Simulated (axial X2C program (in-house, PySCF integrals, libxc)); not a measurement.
## Potential curves of TaCl⁺, 2c

Calculated with an in-house relativistic program for diatomic molecules. Two-component (2c) means X2C with spin–orbit coupling and atomic mean-field two-electron Coulomb and Gaunt terms. Basis: Ta dyall-cv3z [13s14p9d7f4g], Cl dyall-av3z [9s8p3d2f] (cores contracted in-house); Gaussian nuclei, density fitting, unrestricted open shells. Masses: Ta 180.948 u, Cl 34.969 u.

State: Ω = 3/2 (⟨Sz⟩ = 1.48, ⟨Lz⟩ = 0.02 at PBE0). Energies in kJ/mol from the lowest point of each curve. Fits are polynomials in 1 − R0/R over 0.85 to 1.23 times the lowest point R0.

```
 R (Å)    PBE0     PBE
1.8801  139.70  142.64
1.9665   57.43   59.94
2.0313   22.43   24.30
2.0962    4.62    5.65
2.1610    0.00    0.00
2.2366    7.03    5.62
2.3123   23.77   20.74
2.4095   54.72   49.37
2.5284  101.05   92.56
2.7012  174.68  161.14
```

One determinant describes the state; a PBE0 search over occupations chose it and may have missed a lower one. Density functionals use the spin component along the axis (collinear). PBE0 can misorder states that lie within some tenths of an eV, so this need not be the ground state of the molecule. The nearest other 2c determinant of the search, Ω = 3/2, lies 0.14 eV up at the distance of the search. With several unpaired electrons one determinant need not be a pure state. At some level and bond length an empty orbital lies below a filled one. This is the top spin component of a Σ state; components of lower Ω are not single determinants and can lie lower.

(1) Fit the PBE0 curve near its minimum: give the equilibrium distance and the harmonic wavenumber.

(2) Fit the PBE curve near its minimum: give the equilibrium distance and the harmonic wavenumber.

Results:

(1) At PBE0, 2c: Re = 2.156 Å, ωe ≈ 482 cm⁻¹; Be follows as 0.124 cm⁻¹.

(2) At PBE, 2c: Re = 2.163 Å, ωe ≈ 471 cm⁻¹; Be follows as 0.123 cm⁻¹.
